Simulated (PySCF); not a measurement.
**Correlation energy of S (sulfur, neutral)**

[Ne] 3s2 3p3 4s1, high-spin 5S determinant (an excited configuration). Computed with PySCF 2.14 in aug-cc-pVTZ-DK (6s5p3d2f, 50 functions), with scalar relativity by spin-free X2C-1e. Frozen: [Ne]; 6 electrons correlated.

```
  level  correlation energy (mhartree)
   CCSD                        -121.86
    (T)                          -4.75
CCSD(T)                        -126.61
```

Diagnostics: T1 = 0.0073, D1 = 0.0245, largest double amplitude 0.043.

Task: Is a single reference adequate?

Result: Yes: T1 lies below 0.03 and no double amplitude reaches 0.07.
